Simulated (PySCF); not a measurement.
VBr4 holds V(IV), d1, at total charge 0. The structure is a PBE0-D3(BJ)/def2-SVP geometry optimised for multiplicity 2; coordination tetrahedral, point group D2d, metal–donor distances 2.27 Å.

The d shell alone is too small an active space for VBr4 (charge transfer from the heavy halide to so highly charged an ion is left out): its levels, fitted parameters, g values and moments show what this model gives and aren't sound predictions.

```
5

V     0.0000    0.0000    0.0000
Br    1.2810    1.3224    1.3224
Br    1.2810   -1.3224   -1.3224
Br   -1.2810   -1.3224    1.3224
Br   -1.2810    1.3224   -1.3224
```

Method (PySCF 2.14, density fitting): CASSCF(1,5) with orbitals averaged over all microstates of the shell, strongly contracted NEVPT2 on the averaged canonical orbitals; basis x2c-TZVPall on the metal, x2c-SVPall elsewhere; spin-free X2C; gas phase; spin-orbit coupling by state interaction with the mean-field operator over all roots.

Question: Which term lies lowest, and with what spin?

Answer: 2A1 (from 2E) (S = 1/2, orbital degeneracy 1), with 1.0 electrons in the lower (e-type) set and 0.0 in the upper (t2-type) set, by NEVPT2; the next part of the same split term lies only 204 cm⁻¹ higher, which doesn't decide their order.

Question: List the excited states of the same spin.

Answer: By NEVPT2: 2B1 (from 2E) at 204 cm⁻¹; 2E (from 2T2) at 9366 cm⁻¹ (1068 nm); 2B2 (from 2T2) at 10214 cm⁻¹ (979 nm). The strongest, at 10214 cm⁻¹, has f = 2.2e-03.

Question: Give the fitted ligand-field and repulsion parameters.

Answer: At NEVPT2 level: orbital energies 0, 204, 9366, 9366, 10214 cm⁻¹; 10Dq = 9546 cm⁻¹ (difference of the means of the two sets); spin-orbit coupling on the heavy ligands mixes in, so no single ζ describes it.

Question: What magnetic behaviour follows?

Answer: The ground doublet has g = 1.946, 1.946, 2.002. μeff is 1.75 μB at 300 K and 1.70 μB at 10 K; the spin-only value is 1.73 μB.

No frequencies were computed for the optimised geometry. Charge-transfer states lie outside this active space and may come lower than some of these levels. 2B1 (from 2E) (204 cm⁻¹) lies within 300 cm⁻¹ of 2A1 (from 2E) at NEVPT2 level, inside the method's error: they are parts of one split term, whose order is undecided, and g values and low-temperature moments can hang on it. NEVPT2 lifts 2E (from 2T2) from 7696 to 9366 cm⁻¹; on the d shell alone such lifts tend to overshoot. NEVPT2 on the d shell alone tends to put d–d bands too high for such charged or covalently bound ions.

The job took 25 s on one thread of Arm Neoverse V1 (shared host), with 176 basis functions and a peak of 0.74 GiB, launched as `OMP_NUM_THREADS=1 python lf_run.py task.json out`.
